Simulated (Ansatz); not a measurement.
FGeH₅O₂Si, SMILES `O[SiH](F)[O][GeH3]`. The species carries charge 0 and has multiplicity 1. Correlated methods include outer-core shells of Ge, which these sets cover unevenly. Scalar relativity is left out up to krypton.

Z-matrix (Å, degrees):
```
Si
F 1 1.596
O 1 1.604 2 111.1
O 1 1.633 2 108.1 3 -118.5
H 1 1.472 2 106.4 3 119.7
Ge 3 1.786 1 134.5 2 -87.6
H 4 0.958 1 118.8 2 -42.4
H 6 1.535 3 108.6 1 40.7
H 6 1.534 3 107.7 1 -80.5
H 6 1.532 3 104.8 1 160.3
```

Give the diagnostics of a CCSD(T)/def2-TZVPP run (frozen core, the Gaussian-basis code of Ansatz). (An estimate is asked.)

Computed: T1 = 0.0119, largest single amplitude 0.014, largest double 0.023, (T) share of the correlation energy 3.2 %, 9 CCSD cycles. The RHF solution is stable towards an unrestricted one. T1 lies under the customary mark of 0.02 for closed shells.
